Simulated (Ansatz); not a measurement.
# Counterpoise correction, worked out

The pair of CH4 (SMILES C, atoms 1–5) and GeH4 (SMILES [GeH4], atoms 6–10), both closed shells, in one local arrangement (a lower one may exist), relaxed at PBE0-D4/def2-TZVP:

```
10
angstrom
C 0.0278 -0.0924 -1.9415
H 1.0286 0.0792 -1.5460
H -0.6221 0.7356 -1.6592
H -0.3698 -1.0219 -1.5348
H 0.0746 -0.1626 -3.0278
Ge -0.0278 0.0924 1.9407
H -0.6230 -1.2453 1.4826
H 1.4239 0.2007 1.4563
H -0.0607 0.1669 3.4734
H -0.8514 1.2474 1.3564
```

Program: Ansatz 0.2.0. Basis: def2-TZVPPD. Cores are frozen in the correlated methods. Filled d shells of the heavier atoms are correlated. The def2 sets are not built for correlating such inner shells, so the correlated values are less sure here.

CCSD(T) total energies in eV:

| system | geometry | basis functions | energy |
| --- | --- | --- | --- |
| pair | pair | all | -57645.42517 |
| CH4 | as in the pair | all (partner as ghosts) | -1100.41565 |
| GeH4 | as in the pair | all (partner as ghosts) | -56544.98054 |
| CH4 | as in the pair | its own | -1100.41235 |
| GeH4 | as in the pair | its own | -56544.96247 |
| CH4 | free (PBE0-D4 minimum) | its own | -1100.41236 |
| GeH4 | free (PBE0-D4 minimum) | its own | -56544.96249 |

(1) Work out the interaction energy with and without the counterpoise correction, the superposition error, and the binding energy from the relaxed fragments.

No T1 diagnostic of these runs exceeds 0.012.

Answers

(1) Without correction: -57645.42517 − (-1100.41235) − (-56544.96247) = -0.05035 eV.
With correction (each fragment in the whole basis): -57645.42517 − (-1100.41565) − (-56544.98054) = -0.02898 eV = -0.67 kcal/mol.
The superposition error is the difference, 0.02137 eV, 42 % of the uncorrected value: each fragment borrows its partner's functions.
Deformation from the free shapes: 0.00001 eV for CH4 and 0.00002 eV for GeH4.
Binding energy from relaxed fragments: -0.02898 + 0.00001 + 0.00002 = -0.02895 eV = -0.67 kcal/mol (electronic, without zero-point energy; negative means bound). For comparison, the corrected interaction energy by CCSD(T) at an estimated basis limit (MP2 extrapolated from triple and quadruple zeta, plus CCSD(T) − MP2 in triple zeta) is -0.035 eV; triple zeta with the correction binds less.

For scale, one of the runs: CCSD(T)/def2-TZVPPD, 227 basis functions, launched by `ansatz run in.yaml --threads 4 --pin off --events-out ev --progress --plain --max-ram 9574MiB`. Hardware: 4 CPU threads of an Arm Neoverse V2, shared host. Wall time 50 s; peak host memory 3.7 GiB.
